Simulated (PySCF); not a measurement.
Al(Me)(PH2)2 (CH7AlP2), SMILES [Al]([PH2])([PH2])[CH3].

The structure is a stationary point at TPSSh-D3(BJ)/def2-SVP. The structure was generated by enumeration; whether it is a known compound was not checked. One conformer was computed; it need not be the lowest.

Method: TDDFT-PBE/def2-SVPD (PySCF).

Vertical excitations. The molecule is in vacuum.

Give excitation energies, oscillator strengths and character. (The exact figures need the calculation; the answer reports its results.)


```
state  energy (eV)  λ (nm)      f                          main pairs
-----  -----------  ------  -----  ----------------------------------
S1            4.15     298  0.049                      HOMO→LUMO 95 %
S2            4.64     267  0.015                    HOMO−1→LUMO 94 %
S3            4.86     255  0.056                    HOMO→LUMO+1 91 %
S4            5.11     243  0.027                    HOMO→LUMO+2 93 %
S5            5.39     230  0.062                  HOMO−1→LUMO+1 91 %
S6            5.62     221  0.002                  HOMO−1→LUMO+2 87 %
S7            5.66     219  0.021                    HOMO−2→LUMO 85 %
S8            5.68     218  0.001  HOMO−3→LUMO 76 %, HOMO→LUMO+3 23 %
S9            5.88     211  0.012                    HOMO→LUMO+4 88 %
S10           5.96     208  0.116  HOMO→LUMO+3 66 %, HOMO−3→LUMO 19 %
T1            3.54     350      0                      HOMO→LUMO 99 %
T2            4.00     310      0                    HOMO−1→LUMO 97 %
T3            4.63     268      0                    HOMO→LUMO+1 98 %
T4            4.81     258      0                    HOMO→LUMO+2 97 %
```
Triplets are in the Tamm–Dancoff approximation, which puts them higher than full response would, so one can lie above its singlet here.
